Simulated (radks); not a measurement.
Values are calculated unless marked as measured or tabulated.
Question: The xenon ion Xe11+ is in [Kr] 4d(3/2: 4, 5/2: 3). Level of theory: Dirac Kohn-Sham, PBE, spin-unpolarised, spherical densities, finite nucleus; Fermi nuclear charge, rms radius of each element as measured or else 0.836 A^(1/3) + 0.57 fm (a radial shooting solver on a logarithmic mesh with Libxc functionals). Sub-shells are occupied by j as written (lower j first in brackets). One electron is removed from 4d5/2, 4p1/2, 4d3/2, 4p3/2 in turn, with full relaxation. Which removal costs least, and what does each cost?

Answer: 4d5/2 257.00 eV; 4d3/2 259.48 eV; 4p3/2 340.43 eV; 4p1/2 354.13 eV. The 4d5/2 electron leaves first.
